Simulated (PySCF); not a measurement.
**Structure from 2D NMR**

Compound of formula C₈H₉B. Correlations simulated from computed shifts and the bond graph:

HSQC (one-bond C–H):
| δH | δC |
| --- | --- |
| 6.89 | 158.5 |
| 5.34 | 113.2 |
| 3.36 | 87.1 |
| 2.23 | 5.4 |
| 1.90 | 34.3 |

COSY cross peaks (H two or three bonds apart, from the bond graph; peaks can be absent where the dihedral angle is near 90°):
| δH | δH |
| --- | --- |
| 6.89 | 5.34 |
| 6.89 | 1.90 |
| 5.98 | 1.90 |

HMBC (two and three bonds, from the bond graph):
| δH | δC |
| --- | --- |
| 6.89 | 113.2, 77.7, 34.3 |
| 5.98 | 158.5, 147.3, 82.5, 34.3 |
| 5.34 | 158.5, 87.1, 77.7, 34.3 |
| 3.36 | 113.2, 77.7 |
| 2.23 | 147.3, 82.5 |
| 1.90 | 158.5, 113.2, 82.5 |

Carbons without hydrogens: δ 147.3, 82.5, 77.7.

PySCF 2.14 calculation with PBE0-D3(BJ)/def2-SVP structure and shielding tensors at HF/pcSseg-1 (GIAO); one averaged value for each set of equivalent atoms, no solvent model, non-relativistic Hamiltonian, single conformer.

Scale: TMS for ¹H (σ = 31.69 ppm) and ¹³C (σ = 190.85 ppm) (reference shieldings calculated alike).

Exchangeable hydrogens are left out of these lists.

Problem. Assemble the structure.

Solution. `C#C/C=C/CBC#CC`.

Atoms are numbered as in `[CH:1]#[C:2]/[CH:3]=[CH:4]/[CH2:5][BH:6][C:7]#[C:8][CH3:9]`. Hydrogens are named by the atom that carries them.

δC 158.5 is C4, an alkene CH (δH 6.89). δC 147.3 is C8, an alkyne carbon. δC 113.2 is C3, an alkene CH (δH 5.34). δC 87.1 is C1, a terminal alkyne carbon (δH 3.36). δC 82.5 is C7, an alkyne carbon. δC 77.7 is C2, an alkyne carbon. δC 34.3 is C5, an allylic sp3 CH2 bonded to B (δH 1.90). δC 5.4 is C9, a propargylic methyl carbon (δH 2.23). HMBC from δH 6.89 reaches the proton-free carbon C2. HMBC from δH 5.98 reaches the proton-free carbons C8, C7. HMBC from δH 5.34 reaches the proton-free carbon C2. HMBC from δH 3.36 reaches the proton-free carbon C2. COSY links 6.89–5.34, 6.89–1.90, 5.98–1.90.

The shifts were computed for this structure.

Hydrogens on boron are broadened and split by ¹¹B (spin 3/2, 80 %) and 10B (spin 3). A carbon bonded to boron is broadened by the quadrupolar boron nucleus and is often missing from a measured spectrum. Shifts are as computed. Against solution values, carbons near 30 ppm lie about -0 ppm off and those near 130 ppm about +7 ppm. Of 1211 compounds with measured shifts, 218 miss one by over three times the rms of a fit or turn the order of signals round; such compounds aren't used in these exercises.
